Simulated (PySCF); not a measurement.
VSeF3 (singlet state).
SMILES: `[F][V]([F])([F])=[Se]`

A linear-response calculation (PySCF, def2-SVPD basis, gas phase, vertical, core orbitals frozen in the response) gave these numbers; the functional is withheld.

Orbital energies (eV): HOMO-3 -14.16, HOMO-2 -11.20, HOMO-1 -9.80, HOMO -9.79, LUMO -3.20, LUMO+1 -3.20, LUMO+2 -2.10.

```json
{"state": "S1", "E (eV)": "1.92", "f": "0.0000", "main configurations (H = HOMO, L = LUMO)": "H-1/H→L/L+1 (≥95%)"}
{"state": "S2", "E (eV)": "2.36", "f": "0.0006", "main configurations (H = HOMO, L = LUMO)": "H-1/H→L/L+1 (≥76%)"}
{"state": "S3", "E (eV)": "2.36", "f": "0.0006", "main configurations (H = HOMO, L = LUMO)": "H-1/H→L/L+1 (≥76%)"}
{"state": "S4", "E (eV)": "3.00", "f": "0.010", "main configurations (H = HOMO, L = LUMO)": "H-1/H→L/L+1 (≥59%), H-1/H→L+3 (≥13%)"}
{"state": "S5", "E (eV)": "3.21", "f": "0.0022", "main configurations (H = HOMO, L = LUMO)": "H-2→L/L+1 (≥67%), H-1/H→L+2 (≥20%)"}
{"state": "S6", "E (eV)": "3.21", "f": "0.0022", "main configurations (H = HOMO, L = LUMO)": "H-2→L/L+1 (≥67%), H-1/H→L+2 (≥20%)"}
```

Triplets (Tamm–Dancoff): T1 1.39 eV, H-1/H→L/L+1 (≥91%); T2 1.68 eV, H-1/H→L/L+1 (≥74%); T3 1.68 eV, H-1/H→L/L+1 (≥74%).

Vertical ionisation energy by ΔSCF with the same functional: 10.77 eV. Mean static polarisability: 60.2 au.

Orbitals of the list HOMO-3 to LUMO+2 that lie within 0.01 eV of each other are written together with a slash and their weights summed (≥ marks a lower bound); for degenerate orbitals outside that list single weights are arbitrary.

**Question.** Which of these was used?
A. B3LYP
B. PBE
C. HF
D. CAM-B3LYP

**Answer.** D. CAM-B3LYP is range-separated, 19% exact exchange at short range and 65% at long range (ω = 0.33 bohr⁻¹). In this run −ε(HOMO) = 9.79 eV differs from the ΔSCF value by -0.97 eV, and S1 differs from the orbital gap of 6.60 eV by -4.68 eV. The ratio −ε(HOMO)/IP is 0.91. Usual ranges for neutral molecules in this basis: 0.85 to 0.93 with CAM-B3LYP, 0.5 to 0.7 with PBE, 0.67 to 0.83 with B3LYP; with Hartree–Fock the ratio is 1 or more (Koopmans' value less the relaxation energy is the ΔSCF value).

Theory: TDDFT CAM-B3LYP/def2-SVPD, vertical, gas phase, core orbitals frozen in the response (PySCF 2.14.0, density-fitted response routines). Isolated species at its PBE0-D3(BJ)/def2-SVP geometry, gas phase. The CAM-B3LYP/def2-SVPD calculation is non-relativistic and has no spin–orbit coupling, an omission that weighs most on selenium.
